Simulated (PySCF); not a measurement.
Delta-SCF ions had no search for a lower state. Excitations are Tamm–Dancoff values on a coarser integration grid. The basis has no diffuse functions, so Rydberg states are missing or too high.

Cartesian coordinates (Å):
```xyz
21

N     -5.1041     0.8048    -0.0480
Ge    -3.6509    -0.3286    -0.0727
Ge    -1.5280     0.7301    -0.6469
Ge     0.3431    -0.8168    -0.6397
Ge     2.4284     0.2836    -1.2123
Ge     4.2915    -1.2743    -1.1897
C      5.9809    -0.3004    -1.6523
O      6.6995     0.1685    -0.8133
H     -5.3038     1.2358    -0.9476
H     -5.0335     1.5466     0.6445
H     -3.9606    -1.4272    -1.1078
H     -3.5427    -0.9438     1.3357
H     -1.2165     1.8688     0.3499
H     -1.6173     1.3739    -2.0488
H      0.4870    -1.4605     0.7553
H      0.0875    -1.9538    -1.6516
H      2.3119     0.9094    -2.6179
H      2.7144     1.4193    -0.2100
H      4.0458    -2.3822    -2.2359
H      4.4582    -1.8931     0.2079
H      6.2198    -0.1797    -2.7464
```
Charge 0, spin multiplicity 1.

### Question
Estimate the T1 excitation (TDA), vertical ionisation energy (Delta-SCF) and S1 oscillator strength that PBE0-D4/def2-TZVP // PBE0-D4/def2-SVP (PySCF) returns for this input.

### Answer

The T1 excitation (TDA) comes out as 2.58 eV and the vertical ionisation energy (Delta-SCF) comes out as 8.00 eV. The S1 oscillator strength is 0.047.
